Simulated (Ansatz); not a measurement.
`[SiH3]O[SiH][SiH3]` radical. Charge 0, multiplicity 2.

Z-matrix (Å, degrees):
```
Si
O 1 1.639
H 1 1.485 2 110.0
H 1 1.482 2 108.2 3 120.0
H 1 1.487 2 109.9 3 -120.2
Si 2 1.643 1 144.1 3 78.4
Si 6 2.341 2 113.0 1 39.8
H 6 1.492 2 107.0 1 165.1
H 7 1.488 6 107.4 2 178.5
H 7 1.491 6 113.8 2 57.7
H 7 1.487 6 109.3 2 -63.5
```

**Question.** What are the harmonic wavenumbers in cm⁻¹ at PBE0-D4/def2-TZVP (Ansatz, finite differences of forces, unscaled)? (Estimate.)

**Answer.** Computed: 33, 40, 80, 114, 171, 385, 400, 512, 600, 617, 724, 727, 789, 868, 926, 938, 952, 956, 979, 1104, 2178, 2197, 2219, 2221, 2227, 2233, 2250.

**Question.** Is this a minimum?

**Answer.** Yes, all 27 modes are real.

**Question.** Give the ideal-gas thermochemistry at 298.15 K and 1 bar (rigid rotor, harmonic oscillator; point group C1, symmetry number 1).

**Answer.** Zero-point energy 164.1 kJ/mol; H(298) − E = 188.7 kJ/mol; entropy 395.2 J/(mol·K), of which translation 167.2, rotation 115.6, vibration 106.7, electronic 5.8; G(298) − E = 70.8 kJ/mol. Modes under 100 cm⁻¹ are hindered rotations or soft bends, so the harmonic entropy is rough.
